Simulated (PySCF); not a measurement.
`O=C1C=CC=CC1=O`. Theory: PBE0/def2-SVP geometry optimisation, gas phase in PySCF.

```
atom  x, y, z in Å
O1     0.2857    2.5862    0.2330
C2     0.1157    1.3971    0.1048
C3    -1.2178    0.7728    0.0881
C4    -1.3477   -0.5623   -0.0567
C5    -0.1944   -1.4460   -0.2025
C6     1.0727   -0.9826   -0.2023
C7     1.3428    0.4570   -0.0511
O8     2.4578    0.9218   -0.0447
H9    -2.0767    1.4393    0.1973
H10   -2.3422   -1.0167   -0.0679
H11   -0.3844   -2.5170   -0.3145
H12    1.9394   -1.6388   -0.3111
```

Question: What is the repulsion energy of the bare nuclei, Σ ZA·ZB/RAB?

Answer: 326.09 Eh over 66 pairs, with full nuclear charges and distances in bohr; the largest single term is 21.03 Eh (O1 with C2, or a pair equal to it).

Question: What is the longest distance between nuclei?

Answer: O8···H10 and O1···H11, 5.177 Å down to 5.176 Å.

Question: Work out the bond lengths O1=C2, C3=C4, C3–H9, C4–C5, C5=C6, C6–C7 in bohr.

Answer: For O1=C2 the difference vector is (-0.1700, -1.1891, -0.1282) Å, of length 1.2080 Å. 1 bohr = 0.529177 Å. O1=C2 2.283; C3=C4 2.550; C3–H9 2.065; C4–C5 2.759; C5=C6 2.550; C6–C7 2.783 bohr.

Question: What are the angles O1–C2–C7, O1–C2–C3, C3–C2–C7, C2–C3–H9?

Answer: From the scalar product of the two bond vectors; for O1–C2–C7 it is -0.9293 Å² over 1.2080 × 1.5537 Å², cos θ = -0.4951. O1–C2–C7 119.7°; O1–C2–C3 123.1°; C3–C2–C7 117.2°; C2–C3–H9 116.9°.

Question: Give the dihedral angles C5–C6–C7–C2, C5–C6–C7–O8, C4–C5–C6–H12, C3–C4–C5–C6.

Answer: C5–C6–C7–C2 0° (synperiplanar); C5–C6–C7–O8 180° (antiperiplanar); C4–C5–C6–H12 180° (antiperiplanar); C3–C4–C5–C6 0° (synperiplanar). Dihedral signs follow IUPAC: positive where, seen along the central bond, the front bond turns clockwise onto the rear one.

Question: How far apart are these pairs, which share no bond: C2···C6, C2···H11, C4···H9, C5···H9, C7···H11?

Answer: C2···C6 2.583 Å (2 bonds apart); C2···H11 3.968 Å (4 bonds apart); C4···H9 2.145 Å (2 bonds apart); C5···H9 3.468 Å (3 bonds apart); C7···H11 3.449 Å (3 bonds apart).

Question: Write the matrix of distances between heavy atoms (Å, lower triangle).

Answer: 
```
O1    0.000
C2    1.208  0.000
C3    2.360  1.472  0.000
C4    3.559  2.451  1.349  0.000
C5    4.084  2.876  2.461  1.460  0.000
C6    3.680  2.583  2.900  2.461  1.349  0.000
C7    2.394  1.554  2.584  2.877  2.451  1.473  0.000
O8    2.751  2.395  3.681  4.085  3.559  2.360  1.208  0.000
```

Whether it is a minimum is left open (no frequencies).
